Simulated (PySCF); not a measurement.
## Two-photon absorption: `C=C(C)/C(C)=C/N(C)C`, C₈H₁₅N

Cartesian coordinates in Å; atom numbers follow the order of the lines, from 1:
```xyz
24

C     3.3822   -0.8394    0.2261
C     2.2950   -0.1419   -0.1589
C     2.4712    1.2202   -0.7743
C     0.9342   -0.6723    0.0166
C     0.7650   -2.0825    0.4996
C    -0.1427    0.1004   -0.2774
N    -1.4776   -0.2263   -0.0648
C    -2.4339    0.5501   -0.8106
C    -1.9229   -0.5452    1.2730
H     4.3863   -0.4311    0.0872
H     3.3130   -1.8234    0.6933
H     3.5369    1.4566   -0.8944
H     1.9973    1.2789   -1.7676
H     2.0178    2.0092   -0.1527
H    -0.2467   -2.4471    0.2745
H     1.4821   -2.7474   -0.0054
H     0.9385   -2.1928    1.5846
H     0.0175    1.0784   -0.7469
H    -3.4138    0.0478   -0.7996
H    -2.5772    1.5732   -0.3999
H    -2.1201    0.6392   -1.8601
H    -1.1461   -1.0838    1.8264
H    -2.8209   -1.1834    1.2376
H    -2.1778    0.3675    1.8520
```

Level of theory: PySCF, TDDFT CAM-B3LYP/def2-SVPD excited states, vertical, gas phase. Geometry: PBE0-D3(BJ)/def2-SVP.

States above about 6.6 eV (minus the energy of the highest occupied orbital) lie near or above the ionisation threshold and depend on the basis.

Question: How strongly do the lowest singlets absorb one photon, and two photons of half the energy?

Answer: δ for parallel linear polarisation; σ at the peak of a Lorentzian of half width 0.1 eV, single beam; Ω is circular over linear.
```
state  E (eV)      f  photon λ (nm)  δ (au)  σ (GM)     Ω              main
   S1    4.65  0.502            533     431    3.41  0.91    HOMO→LUMO 0.95
   S2    5.29  0.032            469     427    4.37  0.84  HOMO→LUMO+1 0.93
   S3    6.00  0.017            413     106    1.39  0.57  HOMO→LUMO+2 0.87
   S4    6.10  0.010            407     139    1.89  1.44  HOMO→LUMO+3 0.93
   S5    6.45  0.132            385    1360   20.78  0.71  HOMO−1→LUMO 0.91
   S6    6.61  0.036            375    1510   24.13  0.51  HOMO→LUMO+4 0.84
```

Among these, the strongest one-photon state is S1, the strongest two-photon state S6, with a dipole change of 2.5 D (relaxed, norm of the difference vector).
